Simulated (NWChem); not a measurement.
System: iminoborane (BNH2); SMILES N=B

The following NWChem deck was run.

```
start job
memory heap 200 mb stack 900 mb global 1100 mb
geometry units angstroms
  B      0.000052     0.686737     0.000000
  N      0.000249    -0.545904     0.000000
  H     -0.000152     1.858300     0.000000
  H      0.003187    -1.537450     0.000000
end
basis spherical
  B library sto-3g
  N library sto-3g
  H library sto-3g
end
dft
  xc b3lyp
  iterations 150
end
driver
  maxiter 120
end
task dft optimize
task dft freq
```

Output (shortened):

```
             Northwest Computational Chemistry Package (NWChem) 7.3.0
             --------------------------------------------------------

 ORDER OF PRIMARY AXIS IS BEING SET TO 4
 C4V symmetry detected

 AUTOZ failed to generate good internal coordinates.
 Cartesian coordinates will be used in optimizations.

                             Geometry "geometry" -> ""
                             -------------------------

 Output coordinates in angstroms (scale by  1.889725989 to convert to a.u.)

  No.       Tag          Charge          X              Y              Z
 ---- ---------------- ---------- -------------- -------------- --------------
    1 B                    5.0000     0.00000000     0.00000000     0.69150800
    2 N                    7.0000     0.00000000     0.00000000    -0.54113297
    3 H                    1.0000     0.00000000     0.00000000     1.86307097
    4 H                    1.0000     0.00000000     0.00000000    -1.53268018

 Effective nuclear repulsion energy (a.u.)      23.9060367032

      Symmetry information
      --------------------

 Group name             C4v
 Group number             18
 Group order               8
 No. of unique centers     4

                           NWChem Geometry Optimization
                           ----------------------------

 maximum gradient threshold         (gmax) =   0.000450
 rms gradient threshold             (grms) =   0.000300
 maximum cartesian step threshold   (xmax) =   0.001800
 rms cartesian step threshold       (xrms) =   0.001200
 fixed trust radius                (trust) =   0.300000
 source of zmatrix                         =

          -------------------
          Energy Minimization
          -------------------

 Using diagonal initial Hessian

          --------
          Step   0

                                 NWChem DFT Module
                                 -----------------

 Summary of "ao basis" -> "ao basis" (spherical)
 ------------------------------------------------------------------------------
       Tag                 Description            Shells   Functions and Types
 ---------------- ------------------------------  ------  ---------------------
 B                           sto-3g                  3        5   2s1p
 N                           sto-3g                  3        5   2s1p
 H                           sto-3g                  1        1   1s

      Symmetry analysis of basis
      --------------------------

        a1          8
        a2          0
        b1          0
        b2          0
        e           4

            General Information
            -------------------
          SCF calculation type: DFT
          Wavefunction type:  closed shell.
          No. of atoms     :     4
          No. of electrons :    14
           Alpha electrons :     7
            Beta electrons :     7
          Charge           :     0
          Spin multiplicity:     1
          Use of symmetry is: on ; symmetry adaption is: on
          Maximum number of iterations: 150
          AO basis - number of functions:    12
                     number of shells:     8
          Convergence on energy requested:  1.00D-06
          Convergence on density requested:  1.00D-05
          Convergence on gradient requested:  5.00D-04

              XC Information
              --------------
                         B3LYP Method XC Potential
                     Hartree-Fock (Exact) Exchange  0.200
                        Slater Exchange Functional  0.800 local
                    Becke 1988 Exchange Functional  0.720 non-local
              Lee-Yang-Parr Correlation Functional  0.810
                  VWN I RPA Correlation Functional  0.190 local

             Grid Information
             ----------------
          Grid used for XC integration:  medium
          Radial quadrature: Mura-Knowles
          Angular quadrature: Lebedev.
          Tag              B.-S. Rad. Rad. Pts. Rad. Cut. Ang. Pts.
          ---              ---------- --------- --------- ---------
          B                   0.85       49           7.0       434
          N                   0.65       49           7.0       434
          H                   0.35       45           9.0       434
          Grid pruning is: on
          Number of quadrature shells:   188
          Spatial weights used:  Erf1

      Superposition of Atomic Density Guess
      -------------------------------------

 Sum of atomic energies:         -78.70715219

      Non-variational initial energy
      ------------------------------

 Total energy =     -79.071245
 1-e energy   =    -154.614513
 2-e energy   =      51.637231
 HOMO         =      -0.223281
 LUMO         =       0.330215

[...]

      ----------------------
      Optimization converged
      ----------------------

  Step       Energy      Delta E   Gmax     Grms     Xrms     Xmax
  ---- ---------------- -------- -------- -------- -------- --------
@    4     -79.75376167 -2.8D-08  0.00001  0.00000  0.00010  0.00028
                                     ok       ok       ok       ok

                         Geometry "geometry" -> "geometry"
                         ---------------------------------

 Output coordinates in angstroms (scale by  1.889725989 to convert to a.u.)

  No.       Tag          Charge          X              Y              Z
 ---- ---------------- ---------- -------------- -------------- --------------
    1 B                    5.0000     0.00000000     0.00000000     0.70159875
    2 N                    7.0000     0.00000000     0.00000000    -0.52318704
    3 H                    1.0000     0.00000000     0.00000000     1.85518065
    4 H                    1.0000     0.00000000     0.00000000    -1.55282654

 Effective nuclear repulsion energy (a.u.)      23.8996180809

      Symmetry information
      --------------------

 Group name             C4v
 Group number             18
 Group order               8
 No. of unique centers     4

 ==============================================================================
                                internuclear distances
 ------------------------------------------------------------------------------
       center one      |      center two      | atomic units |  angstroms
 ------------------------------------------------------------------------------
    2 N                |   1 B                |     2.31451  |     1.22479
    3 H                |   1 B                |     2.17995  |     1.15358
    4 H                |   2 N                |     1.94574  |     1.02964
 ------------------------------------------------------------------------------
                         number of included internuclear distances:          3
 ==============================================================================

[second-derivative integrals and response iterations left out]

  Vibrational analysis via the FX method

  See chapter 2 in "Molecular Vibrations" by Wilson, Decius and Cross

  Vib: Default input used

 ---------------------------- Atom information ----------------------------
     atom    #        X              Y              Z            mass
 --------------------------------------------------------------------------
    B        1  0.0000000D+00  0.0000000D+00  1.3258294D+00  1.1009310D+01
    N        2  0.0000000D+00  0.0000000D+00 -9.8868015D-01  1.4003070D+01
    H        3  0.0000000D+00  0.0000000D+00  3.5057831D+00  1.0078250D+00
    H        4  0.0000000D+00  0.0000000D+00 -2.9344167D+00  1.0078250D+00
 --------------------------------------------------------------------------

[unprojected Hessian and modes left out]

[...]

 Rotational Constants
 --------------------
 A=   0.000000 cm-1  (  0.000000 K)
 B=   1.113995 cm-1  (  1.602754 K)
 C=   1.113995 cm-1  (  1.602754 K)

 Temperature                      =   298.15K
 frequency scaling parameter      =   1.0000

 Linear Molecule

 Zero-Point correction to Energy  =   17.159 kcal/mol  (  0.027345 au)
 Thermal correction to Energy     =   18.943 kcal/mol  (  0.030188 au)
 Thermal correction to Enthalpy   =   19.535 kcal/mol  (  0.031131 au)

 Total Entropy                    =   49.504 cal/mol-K
   - Translational                =   35.802 cal/mol-K (mol. weight =  27.0280)
   - Rotational                   =   12.367 cal/mol-K (symmetry #  =        1)
   - Vibrational                  =    1.335 cal/mol-K

 Cv (constant volume heat capacity) =    8.357 cal/mol-K
   - Translational                  =    2.979 cal/mol-K
   - Rotational                     =    1.986 cal/mol-K
   - Vibrational                    =    3.391 cal/mol-K

[normal modes left out]

 ----------------------------------------------------------------------------
 Normal Eigenvalue ||           Projected Infra Red Intensities
  Mode   [cm**-1]  || [atomic units] [(debye/angs)**2] [(KM/mol)] [arbitrary]
 ------ ---------- || -------------- ----------------- ---------- -----------
    1       -0.000 ||    0.000000           0.000         0.000       0.000
    2       -0.000 ||    0.001134           0.026         1.105       0.346
    3       -0.000 ||    0.000638           0.015         0.622       0.195
    4       -0.000 ||    0.001134           0.026         1.105       0.346
    5        0.000 ||    0.000638           0.015         0.622       0.195
    6      591.626 ||    0.096288           2.221        93.866      29.393
    7      591.628 ||    0.096288           2.221        93.866      29.393
    8      805.653 ||    0.002898           0.067         2.825       0.885
    9      805.653 ||    0.002898           0.067         2.825       0.885
   10     2033.901 ||    0.015122           0.349        14.742       4.616
   11     3245.642 ||    0.016957           0.391        16.531       5.176
   12     3934.789 ||    0.159108           3.671       155.106      48.570
 ----------------------------------------------------------------------------
```

Level: B3LYP/STO-3G.
